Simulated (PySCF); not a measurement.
## Ionisation energy of Se+ by level of theory

Se+ [Ar] 3d10 4s2 4p3 (4S) → Se(2+) [Ar] 3d10 4s2 4p2 (3P), as a difference of total energies. Computed with PySCF 2.14 in aug-cc-pVTZ-PP with one added diffuse shell each of s, d, f type with ECP10MDF (7s5p5d3f, 68 functions), with scalar relativity through the core potential. Correlated levels: valence: 3s2 3p6 3d10 frozen. The calculations carry no spin-orbit coupling.

```csv
method,ionisation energy (eV)
UHF,20.842
LDA,21.392
PBE,21.239
PBE0,21.349
r2SCAN,21.547
CAM-B3LYP,21.253
BP86,21.319
r2SCANh,21.553
B2PLYP,21.207
MP2 (valence),21.352
SCS-MP2 (valence),21.200
```

Problem. How much does correlation contribute at MP2 (valence)?

Solution. 21.352 − (20.842) = 0.510 eV, measured against UHF.

The reference lies between the lowest fine-structure levels, while these numbers refer to the centres of the terms.

Errors of the correlated levels include the incompleteness of this basis and the frozen core.

For comparison: 21.196 ± 0.01 eV (measured; NIST Atomic Spectra Database, ionization energies).
